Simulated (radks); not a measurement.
Q: These are the eigenvalues of the occupied orbitals of an atom or ion with whole-number occupations (eV). Calculated with a radial shooting solver on a logarithmic mesh with Libxc functionals: Dirac Kohn-Sham, PBE, spin-unpolarised, spherical densities, finite nucleus; Fermi nuclear charge, rms radius of each element as measured or else 0.836 A^(1/3) + 0.57 fm.

| orbital | eigenvalue |
|---|---|
| 1s1/2 | -31635.78 |
| 2s1/2 | -4876.079 |
| 2p1/2 | -4570.604 |
| 2p3/2 | -4296.109 |
| 3s1/2 | -995.1529 |
| 3p1/2 | -869.5262 |
| 3p3/2 | -818.3614 |
| 3d3/2 | -596.7490 |
| 3d5/2 | -586.0499 |
| 4s1/2 | -194.9190 |
| 4p1/2 | -151.7250 |
| 4p3/2 | -141.9987 |
| 4d3/2 | -73.0008 |
| 4d5/2 | -71.5197 |
| 5s1/2 | -42.5558 |
| 5p1/2 | -32.3410 |

Which element is it, and in what charge state? The configuration may be excited. Open shells, if any, fill j = l - 1/2 first.

A: Z = 52, tellurium, charge +3: Te3+ in [Kr] 4d10 5s2 5p1. The list shows which subshells hold electrons but not how many an open one holds; the 1s level, -1162.6 hartree, gives Z - s = 48.2 by -(Z - s)^2/2, which with screening and relativity narrows Z to a few neighbours, and the depths of the outer levels then fix element, charge and occupations together.
